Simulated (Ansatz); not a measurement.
Single points on Zr3O12H12, a hydroxylated oxide cluster.

```yaml
crystal:
  periodic: [false, false, false]
  atoms:
    - {symbol: Zr, position_ang: [1.318103, 1.487938, 0.069626]}
    - {symbol: Zr, position_ang: [-2.119357, 0.161673, -0.307956]}
    - {symbol: Zr, position_ang: [0.686260, -2.059256, 0.343816]}
    - {symbol: O, position_ang: [-3.557742, 0.100921, 1.047394]}
    - {symbol: O, position_ang: [-2.751319, -0.797455, -1.928483]}
    - {symbol: O, position_ang: [-1.354912, -1.848966, 0.553906]}
    - {symbol: O, position_ang: [-2.104739, 1.953081, -1.060506]}
    - {symbol: O, position_ang: [-0.492025, 0.895551, 1.103494]}
    - {symbol: O, position_ang: [0.946325, -3.197647, 1.885660]}
    - {symbol: O, position_ang: [0.146254, -0.272500, -0.963521]}
    - {symbol: O, position_ang: [1.263443, -3.107815, -1.178085]}
    - {symbol: O, position_ang: [2.039704, -0.588959, 0.864248]}
    - {symbol: O, position_ang: [0.354577, 3.047559, -0.775307]}
    - {symbol: O, position_ang: [2.684931, 1.347794, -1.328929]}
    - {symbol: O, position_ang: [2.208234, 2.246840, 1.645024]}
    - {symbol: H, position_ang: [-4.353643, 0.597069, 1.289852]}
    - {symbol: H, position_ang: [-2.968388, -0.432798, -2.801435]}
    - {symbol: H, position_ang: [-1.960316, -2.292222, 1.174000]}
    - {symbol: H, position_ang: [-1.350223, 2.598763, -1.008343]}
    - {symbol: H, position_ang: [-0.736419, 1.298865, 1.954866]}
    - {symbol: H, position_ang: [1.042592, -3.721519, 2.692035]}
    - {symbol: H, position_ang: [0.272099, -0.409438, -1.921549]}
    - {symbol: H, position_ang: [1.421428, -3.929499, -1.663010]}
    - {symbol: H, position_ang: [2.588391, -0.537505, 1.666687]}
    - {symbol: H, position_ang: [0.703733, 3.569027, -1.518032]}
    - {symbol: H, position_ang: [3.364880, 0.904712, -1.853735]}
    - {symbol: H, position_ang: [2.708128, 2.985785, 2.018293]}
basis:
  gaussian: {orbitals: def2-TZVP, fitting: {mean_field: def2-universal-jkfit}, initial_orbitals: start.molden}
hamiltonian: {xc: pbe0, dispersion: d4}
scf: {omitted_lower_state_checks: [starts]}
output: {orbitals: {seedname: orbitals}}
```

The file start.molden holds the orbitals of an earlier run on this structure, at another level or in another basis.

```sh
$ ansatz run in.yaml --threads 2 --pin off --events-out ev --progress --plain --max-ram 32768MiB --backend cuda --devices 0, --max-vram 18GiB
```

It prints (some lines left out):

```
Functional definition: PBE0
1905 factors; integrals over basis functions are off by at most 9.1e-1 eV
mean field evaluation 1: about -28596.6456 eV, gradient 3.1e2 eV
mean field evaluation 2: about -28608.7539 eV, gradient 1.2e1 eV
mean field evaluation 4: about -28609.2081 eV, gradient 4.4e-1 eV
mean field evaluation 8: about -28609.2095 eV, gradient 1.3e-5 eV
mean field -28609.20949811 eV, -1051.3690570368 hartree, gradient 1.3e-5 eV, S^2 0.000000; 0 other end points of the search recorded, 0 dependent functions left out
reference -28609.20961127 eV, -1051.3690611954 hartree; 72, 72 occupied and 492, 492 virtual orbitals, 1905 factors
Total energy: -28609.99983036 eV, -1051.3981012115 hartree
Checks for a lower state left out: starts
```

Run time 7.5 s (2 threads of AMD EPYC 7R13 on a shared host and a share (18 GiB) of an NVIDIA H100 80GB HBM3).

Geometry: PBE-D4/def2-SVP.

In the def2 sets Zr takes a core potential; there is no spin–orbit coupling. Single mean-field runs in def2-TZVP are fitted with def2-universal-jkfit.
